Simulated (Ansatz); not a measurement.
**Molecular dynamics of H₆C₂O**

Input:

```yaml
accuracy: low
crystal:
  lattice:
    - [7.293633, 0.0, 0.0]
    - [0.0, 7.293633, 0.0]
    - [0.0, 0.0, 7.293633]
  atoms:
    - { symbol: C, position: [0.3855861, 0.00144996, 0.18415173] }
    - { symbol: C, position: [0.39211584, 0.19503034, 0.11006798] }
    - { symbol: O, position: [0.23355011, 0.29318637, 0.17548236] }
    - { symbol: H, position: [0.25775525, 0.42314107, 0.16065001] }
    - { symbol: H, position: [0.51844172, 0.26393693, 0.15745065] }
    - { symbol: H, position: [0.39394466, 0.19436602, -0.04156488] }
    - { symbol: H, position: [0.49591708, -0.0826158, 0.1256709] }
    - { symbol: H, position: [0.40313392, 0.00159523, 0.33369919] }
    - { symbol: H, position: [0.25371812, -0.06336007, 0.15035124] }
    - { symbol: C, position: [0.51706365, 0.68952729, 0.63971073] }
    - { symbol: C, position: [0.35903643, 0.5556592, 0.65971652] }
    - { symbol: O, position: [0.39743012, 0.39942352, 0.54512771] }
    - { symbol: H, position: [0.28336598, 0.33515059, 0.51721025] }
    - { symbol: H, position: [0.34315891, 0.51207212, 0.80483986] }
    - { symbol: H, position: [0.2284126, 0.61983799, 0.61590406] }
    - { symbol: H, position: [0.49655863, 0.80997588, 0.7278165] }
    - { symbol: H, position: [0.64781728, 0.62444131, 0.68069294] }
    - { symbol: H, position: [0.53072142, 0.73619813, 0.49663841] }
    - { symbol: C, position: [0.96211357, 0.01215873, 0.48979211] }
    - { symbol: C, position: [0.84819009, 0.18377333, 0.52166082] }
    - { symbol: O, position: [0.67094041, 0.13129818, 0.58404049] }
    - { symbol: H, position: [0.58913581, 0.2383917, 0.57978699] }
    - { symbol: H, position: [0.91696261, 0.27387466, 0.6247749] }
    - { symbol: H, position: [0.83930329, 0.26313201, 0.39160041] }
    - { symbol: H, position: [1.09682759, 0.04798661, 0.43053421] }
    - { symbol: H, position: [0.98374573, -0.06333913, 0.61915912] }
    - { symbol: H, position: [0.89087688, -0.07998735, 0.39259668] }
    - { symbol: C, position: [0.86450464, 0.92790362, 0.976337] }
    - { symbol: C, position: [0.894445, 0.72725703, 1.02217847] }
    - { symbol: O, position: [0.72946656, 0.65591581, 1.10247836] }
    - { symbol: H, position: [0.75145691, 0.52775209, 1.13096494] }
    - { symbol: H, position: [0.93033269, 0.64916072, 0.8965197] }
    - { symbol: H, position: [1.01060812, 0.71253985, 1.11964613] }
    - { symbol: H, position: [0.99309261, 0.9895309, 0.92760619] }
    - { symbol: H, position: [0.76031629, 0.9452356, 0.86894931] }
    - { symbol: H, position: [0.8206931, 1.00417935, 1.09863204] }
basis:
  ecutwfc: 420.0
kpoints:
  mp_grid: { grid: [1, 1, 1] }
hamiltonian:
  xc: pbe
  dispersion: d3bj
scf:
  occupations: { method: fermi_dirac, width: 0.02 }
  lower_state_search: "off"
md:
  timestep: 0.75
  n_steps: 300
  ensemble: nvt_langevin
  temperature: 300.0
  initial_velocities: maxwell_boltzmann
  seed: 587698
  friction: 0.02
```

Run as:

```bash
$ ansatz run input.yaml --threads 1 --pin off --max-ram 3072MiB --backend cpu --events-out ev --progress --plain --runs-dir out
```

It starts from a partly relaxed structure (largest force component 0.26 eV/Å).

Output, in part (step lines):

```
md step     0: t =     0.00 fs  T =   291.7 K  F+E_penalty+E_count = -4662.72169617 eV  E_kin = 1.357230 eV  (9 SCF iters)
md step     1: t =     0.75 fs  T =   281.5 K  F+E_penalty+E_count = -4662.61822674 eV  E_kin = 1.310012 eV  (8 SCF iters)
md step     2: t =     1.50 fs  T =   229.7 K  F+E_penalty+E_count = -4662.37614704 eV  E_kin = 1.068737 eV  (8 SCF iters)
md step     3: t =     2.25 fs  T =   189.7 K  F+E_penalty+E_count = -4662.15715523 eV  E_kin = 0.882806 eV  (8 SCF iters)
md step     4: t =     3.00 fs  T =   173.0 K  F+E_penalty+E_count = -4662.08416882 eV  E_kin = 0.805183 eV  (8 SCF iters)
md step     5: t =     3.75 fs  T =   177.9 K  F+E_penalty+E_count = -4662.12229036 eV  E_kin = 0.827628 eV  (6 SCF iters)
md step     6: t =     4.50 fs  T =   177.1 K  F+E_penalty+E_count = -4662.17842871 eV  E_kin = 0.824135 eV  (6 SCF iters)
md step     7: t =     5.25 fs  T =   183.0 K  F+E_penalty+E_count = -4662.18671438 eV  E_kin = 0.851568 eV  (7 SCF iters)
[... lines left out ...]
```

The steps, from the saved trajectory:

```
time (fs)  T (K)  potential energy less start (eV)
      0.0    292                             0.000
      7.5    130                             0.852
     15.0    196                             0.697
     22.5    251                             0.716
     30.0    202                             1.177
     37.5    287                             0.806
     45.0    230                             1.128
     52.5    262                             0.979
     60.0    265                             1.029
     67.5    259                             1.029
     75.0    262                             0.981
     82.5    320                             1.011
     90.0    267                             1.482
     97.5    345                             1.321
    105.0    385                             1.044
    112.5    303                             1.401
    120.0    351                             1.071
    127.5    352                             1.061
    135.0    274                             1.302
    142.5    327                             1.093
    150.0    337                             1.191
    157.5    335                             1.274
    165.0    344                             1.151
    172.5    358                             0.976
    180.0    357                             1.044
    187.5    392                             1.018
    195.0    330                             1.185
    202.5    358                             0.947
    210.0    308                             1.338
    217.5    299                             1.278
    225.0    335                             1.167
```

All steps were run. The mean temperature of the second half is 11 % above the set value. A run of 0.23 ps of so small a system gives no equilibrium averages. Limits of this set-up: coarse k mesh, low accuracy level.

Mean squared displacements from the first frame to the last, about the centre of mass: C 0.20 Å², O 0.40 Å², H 0.58 Å².

Last frame:

```xyz
36
Lattice="7.2936 0.0000 0.0000 0.0000 7.2936 0.0000 0.0000 0.0000 7.2936" Properties=species:S:1:pos:R:3
C 2.808 0.177 1.464
C 2.950 1.333 0.430
O 2.257 2.543 0.885
H 2.757 3.234 0.360
H 3.998 1.500 0.272
H 2.404 1.033 -0.471
H 3.786 -0.389 1.544
H 2.685 0.559 2.475
H 2.034 -0.538 1.186
C 3.672 5.188 4.587
C 2.664 4.097 4.265
O 3.306 3.053 3.536
H 2.929 2.843 2.719
H 2.207 3.677 5.189
H 1.761 4.566 3.759
H 3.264 5.897 5.331
H 4.621 4.707 4.864
H 3.961 5.796 3.690
C 7.115 -0.093 3.968
C 6.260 1.044 3.484
O 5.101 1.141 4.283
H 4.427 1.815 4.063
H 6.785 2.014 3.641
H 6.131 0.877 2.403
H 8.114 -0.061 3.512
H 7.172 -0.225 5.035
H 6.616 -1.012 3.709
C 6.403 6.562 7.389
C 7.023 5.182 6.959
O 5.871 4.225 6.970
H 6.091 3.580 7.677
H 7.635 5.099 6.072
H 7.655 4.918 7.823
H 7.331 7.161 7.450
H 5.695 7.057 6.744
H 6.006 6.561 8.441
```

Run time: 9.2 min on 1 thread of Arm Neoverse V2 (shared host), peak memory 0.41 GiB.
